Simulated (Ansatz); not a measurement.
Total energies of HgH2 from Ansatz at CCSD(T)/def2-TZVPP, gas phase (1 Eh = 27.2114 eV = 2625.5 kJ/mol). The reference geometry is relaxed at r2SCAN-D4/def2-TZVP.

```xyz
3

Hg    0.0000    0.0000   -0.0002
H    -0.7507   -1.4492    0.2139
H     0.7507    1.4493   -0.2138
```

```
                 state   geometry  energy (Eh)
      charge 0 singlet  reference   -154.32136
      charge 1 doublet  reference   -153.92977
free Hg atom (singlet)          –   -153.18365
 free H atom (doublet)          –     -0.49981
```

In the def2 sets Hg takes a core potential; there is no spin–orbit coupling. Correlated methods freeze no core orbitals; core or outer-core shells of Hg are correlated, in sets that lack core-valence functions.

(1) Work out the vertical ionisation energy to the doublet.

(2) What is the binding energy per atom against free atoms?

(1) E(charge 1 doublet) − E(charge 0 singlet) = -153.92977 − (-154.32136) = 0.39159 Eh = 10.66 eV.

(2) Atoms: 1 × (-153.18365) + 2 × (-0.49981) = -154.18327 Eh. Binding: -154.18327 − (-154.32136) = 0.13809 Eh = 3.76 eV, or 1.25 eV for each of 3 atoms (no zero-point energy, no counterpoise term).
